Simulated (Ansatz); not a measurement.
Basis-set extrapolation for `CO[SiH](S)Cl` (PBE0-D4/def2-TZVP geometry, frozen core, Ansatz 0.2.0). Multiplicity 1, RHF reference.

```
                       def2-TZVPP    def2-QZVPP
                 HF  -1261.818281  -1261.857301
    MP2 correlation     -0.894428     -0.970563
CCSD(T) correlation     -0.988808       not run
```

Energies in hartree. Use E(X) = E(∞) + A·exp(−7.88·√X) for Hartree–Fock and E(X) = E(∞) + B·X^(−2.97) for correlation, with X = 3 and 4, and add CCSD(T) minus MP2 of the smaller set to the MP2 limit.

Q: What is the CCSD(T) energy at the basis-set limit?

A: HF limit: -1261.857301 + (-0.039020) × 0.13774 = -1261.86268. MP2 limit: -0.970563 + (-0.076135) × 0.74074 = -1.02696. Higher-order term: -0.988808 − (-0.894428) = -0.09438. Total: -1262.98402 hartree, 464.5 kJ/mol below CCSD(T)/def2-TZVPP.
